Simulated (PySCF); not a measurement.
# Computed records: B2FH3Si, CH4BFSi, BFH5NSi, B2ClFH and others

Computed with PySCF 2.14.0. Calculation on a computer-drawn molecule: the log of a Hartree-Fock and frozen-core CCSD(T) single point meant for a local Hartree-Fock minimum, with one planted fault or none, to be diagnosed. Offsets are logged minus clean, where the clean run is the same molecule without the fault. The reference is restricted for singlets and unrestricted otherwise, and also for a bond in bohr or an excited solution. Adding or removing an electron swaps singlet and doublet. The excited solution moves the top pair (singlet) or top alpha electron (doublet) to the lowest empty orbital. Highest occupied and lowest empty are orbital energies over both spins, largest force is the largest gradient component, triples share is (T) over the correlation energy, the T1 limit is 0.02 restricted and 0.045 unrestricted, electrons count all cores, a negative frequency is imaginary (commonest isotopes), and the dipole is about the centre of nuclear charge.

Common to all runs: meant multiplicity 1; logged SCF converged yes; possible faults no fault, one electron removed, one electron added, multiplicity raised by two, geometry at a saddle point, SCF held on an excited solution, minimal basis STO-3G, one bond length entered in bohr, all coordinates scaled.

```json
{"entry": 1, "formula": "B2FH3Si", "logged_structure": {"atoms_angstrom": [["F", 1.798, 0.4087, -0.3849], ["B", 0.7503, -0.3426, -0.0314], ["B", 0.4368, -1.8305, -0.7873], ["Si", -0.6048, -2.2208, -2.4573], ["H", 0.0486, 0.1035, 0.8399], ["H", 0.8732, -2.8255, -0.2546], ["H", -1.8772, -2.3597, -1.6365]]}, "given": {"meant_charge": 0, "meant_basis": "cc-pV(D+d)Z", "logged_electrons": 36, "logged_basis_functions": 27, "logged_spin_squared": 0.0, "logged_highest_occupied [eV]": -5.9759, "logged_lowest_empty [eV]": 5.9773, "logged_largest_force [hartree/bohr]": 0.031155, "logged_T1_diagnostic": 0.020055, "logged_D1_diagnostic": 0.069296, "logged_triples_share": 0.033773, "logged_CC_converged": "yes", "logged_dipole_magnitude [debye]": 0.8052, "logged_SCF_stable_within_its_kind": "yes", "logged_energy_HF [hartree]": -434.0733, "logged_energy_CCSD(T) [hartree]": -434.2402, "drawn_bonds_atom": [1, 2, 3, 2, 3, 4], "drawn_bonds_other_atom": [2, 3, 4, 5, 6, 7], "drawn_bonds_order": [1, 1, 1, 1, 1, 1]}, "results": {"planted_fault": "minimal basis STO-3G", "HF_energy_offset_from_clean_run [kcal/mol]": 3372, "CCSD(T)_energy_offset_from_clean_run [kcal/mol]": 3572}, "notes": ["T1 above single-reference limit"]}
{"entry": 2, "formula": "CH4BFSi", "logged_structure": {"atoms_angstrom": [["F", -0.5513, -2.5719, 1.0093], ["B", -0.439, -1.3675, 0.4381], ["C", -0.3654, -0.1005, 1.333], ["Si", 1.4338, 0.4346, 1.7411], ["H", -0.3536, -1.3478, -0.7578], ["H", -0.9473, -0.1655, 2.2546], ["H", -0.7006, 0.7776, 0.755], ["H", 2.0006, 0.1872, 0.3516]]}, "given": {"meant_charge": 0, "meant_basis": "cc-pV(D+d)Z", "logged_electrons": 39, "logged_basis_functions": 85, "logged_spin_squared": 0.7719, "logged_highest_occupied [eV]": -0.99183, "logged_lowest_empty [eV]": 7.8446, "logged_largest_force [hartree/bohr]": 0.032215, "logged_T1_diagnostic": 0.017138, "logged_D1_diagnostic": 0.066655, "logged_triples_share": 0.025947, "logged_CC_converged": "yes", "logged_dipole_magnitude [debye]": 5.7375, "logged_SCF_stable_within_its_kind": "yes", "logged_energy_HF [hartree]": -453.27114, "logged_energy_CCSD(T) [hartree]": -453.83139, "drawn_bonds_atom": [1, 2, 3, 2, 3, 3, 4], "drawn_bonds_other_atom": [2, 3, 4, 5, 6, 7, 8], "drawn_bonds_order": [1, 1, 1, 1, 1, 1, 1]}, "results": {"planted_fault": "one electron added", "HF_energy_offset_from_clean_run [kcal/mol]": -4.681, "CCSD(T)_energy_offset_from_clean_run [kcal/mol]": -10.02}}
{"entry": 3, "formula": "BFH5NSi", "logged_structure": {"atoms_angstrom": [["F", 0.7209, -2.0301, 2.0582], ["B", 0.9554, -2.7584, 1.0962], ["N", -0.0188, -3.0797, 0.3281], ["Si", -1.5515, -2.6303, 0.4777], ["H", 1.9841, -3.0992, 0.9393], ["H", 0.19, -3.6239, -0.3796], ["H", -2.0775, -3.0614, 1.6453], ["H", -1.6772, -1.2867, 0.4101], ["H", -2.2155, -3.1996, -0.555]]}, "given": {"meant_charge": 0, "meant_basis": "cc-pV(D+d)Z", "logged_electrons": 40, "logged_basis_functions": 90, "logged_spin_squared": 0.0, "logged_highest_occupied [eV]": -11.947, "logged_lowest_empty [eV]": 4.4178, "logged_largest_force [hartree/bohr]": 0.11584, "logged_T1_diagnostic": 0.010994, "logged_D1_diagnostic": 0.036565, "logged_triples_share": 0.019962, "logged_CC_converged": "yes", "logged_dipole_magnitude [debye]": 1.8944, "logged_SCF_stable_within_its_kind": "yes", "logged_energy_HF [hartree]": -470.47144, "logged_energy_CCSD(T) [hartree]": -471.05326, "drawn_bonds_atom": [1, 2, 3, 2, 3, 4, 4, 4], "drawn_bonds_other_atom": [2, 3, 4, 5, 6, 7, 8, 9], "drawn_bonds_order": [1, 1, 1, 1, 1, 1, 1, 1]}, "results": {"planted_fault": "all coordinates scaled, by -8.5 %", "HF_energy_offset_from_clean_run [kcal/mol]": 50.41, "CCSD(T)_energy_offset_from_clean_run [kcal/mol]": 57.9}}
{"entry": 4, "formula": "B2ClFH", "logged_structure": {"atoms_angstrom": [["F", -2.8589, 1.0759, -2.0782], ["B", -2.8111, -0.2816, -2.0497], ["B", -1.8616, -1.0428, -3.4612], ["Cl", -1.007, -1.7702, -4.7283], ["H", -3.3322, -1.0123, -1.1885]]}, "given": {"meant_charge": 1, "meant_basis": "cc-pV(D+d)Z", "logged_electrons": 36, "logged_basis_functions": 70, "logged_spin_squared": 0.0, "logged_highest_occupied [eV]": -19.501, "logged_lowest_empty [eV]": -6.0634, "logged_largest_force [hartree/bohr]": 0.061578, "logged_T1_diagnostic": 0.021288, "logged_D1_diagnostic": 0.062522, "logged_triples_share": 0.029678, "logged_CC_converged": "yes", "logged_dipole_magnitude [debye]": 2.4333, "logged_SCF_stable_within_its_kind": "yes", "logged_energy_HF [hartree]": -608.64535, "logged_energy_CCSD(T) [hartree]": -609.15389, "drawn_bonds_atom": [1, 2, 3, 2], "drawn_bonds_other_atom": [2, 3, 4, 5], "drawn_bonds_order": [1, 1, 1, 1]}, "results": {"planted_fault": "all coordinates scaled, by +5.1 %", "HF_energy_offset_from_clean_run [kcal/mol]": 7.866, "CCSD(T)_energy_offset_from_clean_run [kcal/mol]": 4.96}, "notes": ["T1 above single-reference limit"]}
{"entry": 5, "formula": "B2ClFH3", "logged_structure": {"atoms_angstrom": [["F", -1.3901, -0.1366, -1.5424], ["B", -1.3463, 0.3031, -0.0945], ["B", -1.4206, 2.1323, 0.3356], ["Cl", -1.3362, 2.3627, 2.5523], ["H", -1.2535, -0.7576, 0.7186], ["H", -0.3613, 2.8131, -0.1426], ["H", -2.5794, 2.7023, -0.0466]]}, "given": {"meant_charge": -1, "meant_basis": "aug-cc-pV(D+d)Z", "logged_electrons": 40, "logged_basis_functions": 128, "logged_spin_squared": 0.0, "logged_highest_occupied [eV]": -5.7186, "logged_lowest_empty [eV]": 3.7571, "logged_largest_force [hartree/bohr]": 0.065828, "logged_T1_diagnostic": 0.015401, "logged_D1_diagnostic": 0.048401, "logged_triples_share": 0.030267, "logged_CC_converged": "yes", "logged_dipole_magnitude [debye]": 2.3468, "logged_SCF_stable_within_its_kind": "yes", "logged_energy_HF [hartree]": -610.13746, "logged_energy_CCSD(T) [hartree]": -610.75701, "drawn_bonds_atom": [1, 2, 3, 2, 3, 3], "drawn_bonds_other_atom": [2, 3, 4, 5, 6, 7], "drawn_bonds_order": [1, 1, 1, 1, 1, 1]}, "results": {"planted_fault": "all coordinates scaled, by +10.0 %", "HF_energy_offset_from_clean_run [kcal/mol]": 25.73, "CCSD(T)_energy_offset_from_clean_run [kcal/mol]": 21.28}}
{"entry": 6, "formula": "B2ClFH3", "logged_structure": {"atoms_angstrom": [["F", -1.2637, -0.1242, -1.4022], ["B", -1.2239, 0.2755, -0.0859], ["B", -1.2914, 1.9385, 0.3051], ["Cl", -1.2147, 2.148, 2.3202], ["H", -1.1396, -0.6887, 0.6533], ["H", -0.3284, 2.5574, -0.1296], ["H", -2.345, 2.4566, -0.0424]]}, "given": {"meant_charge": -1, "meant_basis": "aug-cc-pV(D+d)Z", "logged_electrons": 40, "logged_basis_functions": 128, "logged_spin_squared": 0.0, "logged_highest_occupied [eV]": 0.9532, "logged_lowest_empty [eV]": -4.6178, "logged_largest_force [hartree/bohr]": 0.14853, "logged_CC_converged": "no", "logged_dipole_magnitude [debye]": 4.9643, "logged_SCF_stable_within_its_kind": "no", "logged_energy_HF [hartree]": -609.61811, "drawn_bonds_atom": [1, 2, 3, 2, 3, 3], "drawn_bonds_other_atom": [2, 3, 4, 5, 6, 7], "drawn_bonds_order": [1, 1, 1, 1, 1, 1]}, "results": {"planted_fault": "SCF held on an excited solution", "HF_energy_offset_from_clean_run [kcal/mol]": 351.6}, "notes": ["CCSD not converged", "highest electron not bound in this basis"]}
```
